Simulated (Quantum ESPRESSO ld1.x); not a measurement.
Results of a calculation; reference values are marked as such.
Valence configurations of the nickel ion Ni+ (all share [Ar]). Level of theory: scalar-relativistic Kohn-Sham, LDA (Slater exchange, Perdew-Zunger correlation), spin-unpolarised, spherical densities, point nucleus (ld1.x of Quantum ESPRESSO 7.5). Energies are relative to 3d9; eigenvalues in eV.

| valence | E (eV) | e(3d) | e(4p) | e(4s) |
|---|---|---|---|---|
| 3d9 | 0.000 | -13.300 | - | - |
| 3d8.5 4s0.5 | 1.114 | -15.641 | - | -12.649 |
| 3d8 4s1 | 3.038 | -18.261 | - | -13.512 |
| 3d8.5 4p0.5 | 3.845 | -16.447 | -7.703 | - |
| 3d7.5 4s1.5 | 5.906 | -21.154 | - | -14.389 |
| 3d8 4p1 | 8.811 | -19.836 | -8.662 | - |
| 3d7.5 4s1 4p0.5 | 8.922 | -21.945 | -8.813 | -14.881 |
| 3d7 4s2 | 9.844 | -24.304 | - | -15.276 |
| 3d7.5 4s0.5 4p1 | 11.975 | -22.712 | -9.199 | -15.346 |
| 3d7 4s1 4p1 | 16.218 | -25.839 | -9.743 | -16.196 |

NIST lists [Ar] 3d9 as the ground configuration; this level of theory agrees among the configurations tried. The energies are those of spherical spin-averaged densities, not of single terms.
